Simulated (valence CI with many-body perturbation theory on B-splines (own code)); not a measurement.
E1 line list for Sc XVI

Method: configuration interaction combined with many-body perturbation theory (CI+MBPT): four valence electrons over a frozen Dirac-Fock core [He], a basis of 11 s, 11 p, 9 d, 7 f, 5 g, 2 h, 1 i functions for each j, with the one-electron correlation potential Σ1, the two-electron term Σ2, the three-electron term Σ3, Breit, model QED; selected CI, second order for the rest (own B-spline code, finite nucleus).

No measured spectrum was set against this ion. As an estimate, levels of excited configurations hold to 0.05 to 0.15 % of their energy, terms of the ground configuration to about 0.5 %.

Lines 101 to 150 of 227 in falling wavelength, among levels below 656.15 eV, chosen from the strongest by gf and those to the six lowest levels. Wavelengths and rates use the calculated energies, so an error of 400 cm⁻¹ moves a line at 131.6 Å by 0.053 % and its rate by three times that or more. Electric multipoles are in the length gauge, E1 and E2 with the static RPA response of the core. Weak lines are less certain than strong ones. Lines between different terms over intervals too small for the method are left out, as are lines whose strength nearly cancels. Where a level lies close to another of its J and parity, the split of strength between their lines is uncertain. The highest levels of a list are the least certain.

Names give the largest LS component (configuration and term), which can be under half, so a name can repeat, a term be missing and a line seem to break the LS rules; names also repeat where a configuration has a term twice.

| λ vac (Å) | Upper | Lower | A (s⁻¹) | log gf | Branch % |
| --- | --- | --- | --- | --- | --- |
| 131.6 | 2s.2p3 3S°_1 | 2s2.2p2 3P_1 | 2.06e+10 | -0.79 | 30.2 |
| 127.8 | 2s.2p3 3S°_1 | 2s2.2p2 3P_0 | 7.17e+09 | -1.28 | 10.5 |
| 117.0 | 2s.2p3 1P°_1 | 2s2.2p2 3P_1 | 1.47e+09 | -2.04 | 2.6 |
| 113.0 | 2p4 3P_2 | 2s.2p3 5S°_2 | 2.19e+08 | -2.68 | 0.5 |
| 22.88 | 2s.2p2.3s 3P_2 | 2s.2p3 3P°_2 | 3.68e+11 | -0.84 | 34.5 |
| 22.80 | 2s2.2p.3s 3P°_1 | 2s2.2p2 1S_0 | 1.60e+10 | -2.43 | 1.8 |
| 22.76 | 2s.2p2.3s 1D_2 | 2s.2p3 1D°_2 | 4.12e+11 | -0.80 | 73.2 |
| 22.51 | 2s2.2p.3s 1P°_1 | 2s2.2p2 1S_0 | 3.04e+11 | -1.16 | 23.2 |
| 22.49 | 2s.2p2.3s 3P_1 | 2s.2p3 3D°_2 | 6.06e+11 | -0.86 | 57.8 |
| 22.40 | 2s.2p2.3s 3P_2 | 2s.2p3 3D°_3 | 5.35e+11 | -0.70 | 50.2 |
| 22.39 | 2s.2p2.3d 3P_2 | 2s.2p3 3S°_1 | 2.76e+11 | -0.98 | 9.0 |
| 22.32 | 2s2.2p.3s 3P°_1 | 2s2.2p2 1D_2 | 6.45e+10 | -1.84 | 7.1 |
| 22.24 | 2s.2p2.3s 3D_2 | 2s.2p3 3P°_2 | 2.53e+11 | -1.03 | 20.2 |
| 22.23 | 2s.2p2.3s 3D_3 | 2s.2p3 3P°_2 | 2.40e+11 | -0.90 | 18.8 |
| 22.12 | 2s2.2p.3s 3P°_2 | 2s2.2p2 1D_2 | 4.77e+10 | -1.76 | 5.7 |
| 22.03 | 2s2.2p.3s 1P°_1 | 2s2.2p2 1D_2 | 9.61e+11 | -0.68 | 73.4 |
| 21.94 | 2s2.2p.3s 3P°_1 | 2s2.2p2 3P_2 | 3.99e+11 | -1.06 | 43.7 |
| 21.86 | 2s2.2p.3s 3P°_0 | 2s2.2p2 3P_1 | 8.15e+11 | -1.23 | 100.0 |
| 21.83 | 2s2.2p.3s 3P°_1 | 2s2.2p2 3P_1 | 1.68e+11 | -1.44 | 18.4 |
| 21.79 | 2s.2p2.3s 5P_1 | 2s.2p3 5S°_2 | 6.17e+11 | -0.88 | 99.3 |
| 21.78 | 2s.2p2.3s 3D_3 | 2s.2p3 3D°_3 | 7.95e+11 | -0.40 | 62.1 |
| 21.78 | 2s.2p2.3s 3D_1 | 2s.2p3 3D°_1 | 5.25e+11 | -0.95 | 42.2 |
| 21.76 | 2s.2p2.3s 3D_2 | 2s.2p3 3D°_2 | 4.66e+11 | -0.78 | 37.3 |
| 21.75 | 2s.2p2.3s 3D_3 | 2s.2p3 3D°_2 | 2.31e+11 | -0.94 | 18.1 |
| 21.75 | 2s2.2p.3s 3P°_2 | 2s2.2p2 3P_2 | 5.80e+11 | -0.69 | 68.8 |
| 21.72 | 2s2.2p.3s 3P°_1 | 2s2.2p2 3P_0 | 2.66e+11 | -1.25 | 29.1 |
| 21.71 | 2s.2p2.3s 5P_2 | 2s.2p3 5S°_2 | 6.31e+11 | -0.65 | 99.1 |
| 21.67 | 2s.2p2.3d 3P_2 | 2s.2p3 3P°_2 | 9.10e+11 | -0.49 | 29.8 |
| 21.67 | 2s.2p2.3s 3S_1 | 2s.2p3 3P°_2 | 6.49e+11 | -0.86 | 55.0 |
| 21.65 | 2s.2p2.3d 3P_2 | 2s.2p3 3P°_1 | 7.48e+11 | -0.58 | 24.4 |
| 21.64 | 2s2.2p.3s 3P°_2 | 2s2.2p2 3P_1 | 2.16e+11 | -1.12 | 25.6 |
| 21.61 | 2s.2p2.3s 5P_3 | 2s.2p3 5S°_2 | 6.56e+11 | -0.49 | 98.8 |
| 21.59 | 2s.2p2.3d 3P_1 | 2s.2p3 3P°_2 | 5.96e+11 | -0.90 | 11.6 |
| 21.56 | 2s.2p2.3d 3P_1 | 2s.2p3 3P°_0 | 9.26e+11 | -0.71 | 18.0 |
| 21.56 | 2s2.2p.3s 1P°_1 | 2s2.2p2 3P_1 | 3.28e+10 | -2.16 | 2.5 |
| 21.52 | 2s.2p2.3d 3P_0 | 2s.2p3 3P°_1 | 2.21e+12 | -0.81 | 81.0 |
| 21.45 | 2s2.2p.3s 1P°_1 | 2s2.2p2 3P_0 | 1.04e+10 | -2.67 | 0.8 |
| 21.22 | 2s.2p2.3d 3P_2 | 2s.2p3 3D°_1 | 4.40e+11 | -0.83 | 14.4 |
| 21.22 | 2s.2p2.3d 3P_2 | 2s.2p3 3D°_2 | 4.50e+11 | -0.82 | 14.7 |
| 21.16 | 2s2.2p.3d 3D°_1 | 2s2.2p2 1S_0 | 6.17e+10 | -1.91 | 0.7 |
| 21.14 | 2s.2p2.3d 3F_2 | 2s.2p3 3D°_1 | 2.39e+12 | -0.10 | 77.9 |
| 21.14 | 2s.2p2.3d 3F_2 | 2s.2p3 3D°_2 | 5.46e+11 | -0.74 | 17.8 |
| 21.10 | 2s.2p2.3d 3F_3 | 2s.2p3 3D°_3 | 2.33e+11 | -0.96 | 7.4 |
| 21.08 | 2s.2p2.3d 3F_3 | 2s.2p3 3D°_2 | 2.88e+12 | 0.13 | 91.5 |
| 20.98 | 2s2.2p.3d 3P°_1 | 2s2.2p2 1S_0 | 1.88e+10 | -2.43 | 0.3 |
| 20.92 | 2s2.2p.3d 3F°_2 | 2s2.2p2 1D_2 | 5.36e+11 | -0.75 | 62.4 |
| 20.85 | 2s2.2p.3d 3F°_3 | 2s2.2p2 1D_2 | 1.23e+11 | -1.25 | 10.7 |
| 20.82 | 2s2.2p.3d 1D°_2 | 2s2.2p2 1D_2 | 1.30e+12 | -0.37 | 31.8 |
| 20.79 | 2s2.2p.3d 1P°_1 | 2s2.2p2 1S_0 | 6.49e+12 | 0.10 | 94.0 |
| 20.76 | 2s.2p2.3p 5D°_1 | 2s2.2p2 1S_0 | 6.74e+10 | -1.88 | 8.5 |
